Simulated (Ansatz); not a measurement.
Isomers of C₂H₈NSb, relaxed with PBE0-D4/def2-TZVP in Ansatz; electronic energies, one conformer each and not always the lowest. Functionals use def2-TZVPP; CBS adds triple-zeta CCSD(T) − MP2 to the MP2 limit of def2-TZVPP and def2-QZVPP.

Elements past krypton have def2 core potentials. Outer-core shells of Sb are correlated without core-valence functions. Spin–orbit coupling is left out.

Task: Order them by energy at frozen-core CCSD(T)/CBS, lowest first. (Estimate.)
A. `CC[NH][SbH2]`
B. `C[N](C)[SbH2]`
C. `C[CH](N)[SbH2]`

Result: A (0.0 kJ/mol), C (13.0 kJ/mol), B (47.9 kJ/mol).

Task: How do B2PLYP, HF/CBS(def2), MP2/CBS(def2), PBE-D4 place them (kJ/mol, against `CC[NH][SbH2]`)? (Estimate.)

Result: Computed: 
| isomer | B2PLYP | HF/CBS(def2) | MP2/CBS(def2) | PBE-D4 |
| --- | --- | --- | --- | --- |
| `C[N](C)[SbH2]` | 49.1 | 54.4 | 47.8 | 45.4 |
| `C[CH](N)[SbH2]` | 16.8 | 28.7 | 11.6 | 7.9 |
